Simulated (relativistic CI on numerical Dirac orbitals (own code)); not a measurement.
**Re14+: sensitivity of the levels to the model**

Base calculation: Dirac-Coulomb-Breit CI, orbitals from a KLI potential per configuration, model QED, unscaled Slater integrals.

Configuration list (outside the closed core [Kr]): 4d10 4f13 5s2, 4d10 4f14 5s, 4d10 4f13 5s 5p, 4d10 4f12 5s2 5p, 4d10 4f14 5p, 4d10 4f12 5s 5p2, 4d10 4f13 5s 5d, 4d10 4f11 5s2 5p 5d, 4d10 4f12 5s2 5d, 4d10 4f14 5d, 4d10 4f13 5s 5f, 4d10 4f13 5p 5d, 4d10 4f11 5s2 5p 6s, 4d10 4f14 6s, 4d10 4f13 5s 5g, 4d9 4f14 5s2, 4d10 4f12 5s2 6s, 4d10 4f14 5f, 4d10 4f13 5p 6s, 4d10 4f12 5s 5d2, 4d10 4f13 5s 6s, 4d10 4f12 5s2 5f, 4d10 4f12 5s2 6p, 4d10 4f13 5s 6p, 4d10 4f14 5g, 4d10 4f12 5s2 6d, 4d10 4f12 5s 5d 6s, 4d10 4f13 5p2, 4d10 4f12 5p3, 4d10 4f12 5p2 5d. Double excitations out of closed p, d and f shells are left out; levels of such configurations are missing from the list, as are those of other unlisted configurations, and high levels can miss mixing partners. Some configurations lack a partner that the ground configuration has and come out too high, among them 4d9 4f14 5s2, 4d10 4f12 5s2 6s, 4d10 4f12 5s2 5f, 4d10 4f12 5s2 6p, 4d10 4f12 5s2 6d.

Variants: (1) P86 correlation estimate; (2) QED terms removed. Shifts of the energy above 4d10 4f13 5s2 2F°_7/2, in cm⁻¹, for the lowest level and the first level of each name with at least 55 % of one term (blank where a level changes its place among those of its configuration and J or its character, or is not in the variant):

```csv
Level,Base,Δ(1),Δ(2)
4d10 4f13 5s2 2F°_7/2,0.0,0.0,0.0
4d10 4f13 5s2 2F°_5/2,19670.6,+0.3,-83.7
4d10 4f12 5s2 5p 4G°_11/2,131355.8,+5502.5,-435.7
4d10 4f14 5s 2S_1/2,145097.4,-4933.2,+2159.7
4d10 4f12 5s2 5p 4I°_11/2,153160.3,+5502.8,-512.2
4d10 4f12 5s2 5p 2K°_13/2,198794.4,+5503.3,-506.5
4d10 4f12 5s2 5p 4D°_1/2,200962.3,+5503.0,-509.1
4d10 4f12 5s2 5p 2H°_11/2,201647.8,+5502.8,-508.8
4d10 4f12 5s2 5p 4I°_15/2,259710.1,+5510.2,-552.5
4d10 4f12 5s2 5p 2P°_1/2,274102.3,+5447.5,-535.1
4d10 4f12 5s2 5p 4H°_13/2,275346.4,+5510.5,-549.4
4d10 4f12 5s2 5p 4I°_13/2,281491.4,+5510.0,-629.5
```

At this charge transitions that keep the count of f electrons are usually good to a few per cent. Terms inside the open d or f shell come out 10 to 20 % too wide with unscaled integrals. Levels and lines within the n = 5 or 6 shells can be off by up to 10 % or somewhat more, and those that change n by about 2 %, since core polarisation is missing. Levels that differ in their count of f electrons can be misplaced by several ten thousand cm⁻¹, since the correlation energy of f electrons is missing or only estimated; rates across such gaps can be off by orders of magnitude.

Ionisation energy from one configuration of each of the two ions, the ground ones as tabulated or assumed: base 326.16 eV; P86 correlation estimate 328.075 eV. The NIST ASD value (theoretical) is 330 ± 16 eV.

LS names give the leading component of a level, which can be under half, so a name can repeat, a term be missing and a line seem to break the LS rules.
